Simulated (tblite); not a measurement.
Compound: C₃H₁₀O₂SSi₂.
SMILES with atom numbers: `[CH3:1][C:2](=[S:3])[O:4][SiH2:5][O:6][CH2:7][SiH3:8]` (hydrogens: H9, H10, H11 on C1; H12, H13 on Si5; H14, H15 on C7; H16, H17, H18 on Si8)

Structure used (GFN2-xTB), in Å, numbered top down from 1:
```xyz
18
C3H10O2SSi2 angstrom
C     -3.346    0.701    1.360
C     -2.623   -0.094    0.324
S     -3.351   -1.250   -0.559
O     -1.363    0.214    0.167
Si    -0.350   -0.521   -0.903
O      0.954    0.335   -0.531
C      2.243    0.147   -1.068
Si     3.452   -0.041    0.397
H     -3.534    1.704    0.976
H     -2.727    0.798    2.251
H     -4.293    0.231    1.604
H     -0.218   -1.938   -0.577
H     -0.808   -0.304   -2.271
H      2.252   -0.723   -1.727
H      2.478    1.018   -1.687
H      3.357    1.154    1.232
H      4.801   -0.192   -0.153
H      3.067   -1.231    1.153
```

All values are computed: GFN2-xTB (tblite) harmonic vibrations without scaling, gas phase. This tight-binding method is rough: wavenumbers can miss measured ones by several per cent, in bad cases by 10 to 20. Modes of hydrogen on silicon can be 10 to 20 % off. One conformer, not necessarily the lowest. The optimisation stopped once no atom felt more than 0.01 eV/Å.

Lowest wavenumbers of the output (negative numbers stand for imaginary wavenumbers):
```
mode    cm-1
  1     -22.4
  2      47.1
  3      59.3
  4      69.1
  5      74.6
  6     110.3
  7     115.0
  8     168.3
  9     223.7
 10     245.9
 11     343.1
 12     460.2
 13     473.1
 14     502.5
 15     547.3
```

Question: Is this structure a minimum?

Answer: Not by this Hessian. 1 mode is imaginary beyond 20i (22i cm⁻¹), so at this level the point lies at or near a first-order saddle. The curvature is small, so loose convergence or finite differences may be the whole cause.

Question: Which atoms move in the imaginary mode?

Answer: 22i: Si8 (SiH3 silicon) 25 %, S3 (thiocarbonyl sulfur) 17 %, O6 (silyl ether oxygen) 14 %, C7 (sp3 carbon bound to oxygen) 12 %. These are shares of the mass-weighted motion.

Question: What is the remedy?

Answer: Step along that mode in both directions, optimise again with tighter thresholds and repeat the frequencies. The zero-point energy of this point (75.6 kcal/mol) counts the 47 real modes alone, and thermal corrections from it aren't those of a minimum.

Hardware: an Arm Neoverse V2 with one thread, no GPU (shared host). Cost: 0.72 s wall. This covers the Hessian and the dipole derivatives.
